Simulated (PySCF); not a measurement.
**How methods differ on the ionisation energy of Ar⁺**

Ar⁺ [Ne] 3s2 3p5 (2P) → Ar²⁺ [Ne] 3s2 3p4 (3P), as a difference of total energies. Computed with PySCF 2.14 in aug-cc-pV(Q+d)Z with one added diffuse shell each of s, p, d, f, g type (8s7p6d4f3g, 114 functions), with no relativity, point nucleus. Correlated levels: valence: [Ne] frozen. The calculations carry no spin-orbit coupling.

| method | ionisation energy (eV) |
| --- | --- |
| UHF | 26.372 |
| LDA | 27.833 |
| PBE | 27.597 |
| r2SCAN | 27.668 |
| r2SCAN0 | 27.637 |
| CAM-B3LYP | 27.718 |
| MP2 (valence) | 27.498 |
| SCS-MP2 (valence) | 27.517 |

Estimate what PBE0 gives.

27.611 eV, closest to PBE among the rows shown.

Estimate what r2SCANh gives.

27.656 eV, closest to r2SCAN among the rows shown.

A first-order spin-orbit estimate (lowest level to lowest level, LS coupling) adds -0.006 eV.

Errors of the correlated levels include the incompleteness of this basis and the frozen core.

For comparison: 27.630 eV (measured; NIST Atomic Spectra Database, ionization energies).
